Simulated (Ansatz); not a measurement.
The same hydrogenolysis along the group O, S, Se.

Computed with Ansatz on PBE0-D4/def2-TZVP structures; ΔE is electronic, products minus reactants. CCSD(T)/CBS is the MP2 limit (def2-TZVPP, def2-QZVPP) plus CCSD(T) − MP2 in def2-TZVPP, frozen cores. This one scheme is used for every species. For Ga, Se outer-core shells are correlated without core-valence functions, which leaves a few kJ/mol of doubt a bond. Scalar relativity is left out up to krypton.

(1) Order these by ΔE at CCSD(T)/CBS, lowest first. (An estimate is asked.)
A. `C[Se][GaH2]` + H₂ → `[GaH3]` + `C[SeH]`
B. `C[O][GaH2]` + H₂ → `[GaH3]` + CH₃OH
C. `C[S][GaH2]` + H₂ → `[GaH3]` + CH₃SH

Largest T1 diagnostic: 0.015, for `C[O][GaH2]`.

## Answers

(1) B (+54.0 kJ/mol), C (+87.7 kJ/mol), A (+103.5 kJ/mol).
